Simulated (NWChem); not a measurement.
System: SnH$_{3}$O$_{2}$F; SMILES [OH][SnH]([OH])[F]

NWChem input:

```
start job
memory heap 200 mb stack 900 mb global 1100 mb
geometry units angstroms noautoz
  Sn    -0.011032    -0.020782    -0.275341
  O     -0.630517    -1.714356     0.567393
  O      1.869649     0.364897     0.279405
  F     -0.986846     1.480863     0.525206
  H     -0.306792    -0.116925    -1.959250
  H     -0.315465    -1.753191     1.492178
  H      1.860267     1.205312     0.781365
end
basis spherical
  * library def2-svp
end
ecp
  Sn library def2-ecp
end
dft
  xc becke88 lyp
  iterations 150
  mulliken
end
task dft energy
```

Geometry: optimised at PBE-D3(BJ)/def2-SVP. def2 effective core potentials on Sn; no spin-orbit coupling.

Question: Predict the main results of this run. (BLYP/def2-SVP with def2 effective core potentials on Sn.) Quantities: energy (Ha); highest occupied level (eV); orbital gap (eV); dipole (D).

Answer: 
```yaml
energy (Ha): -466.14
highest occupied level (eV): -6.86
orbital gap (eV): 4.55
dipole (D): 0.77
```
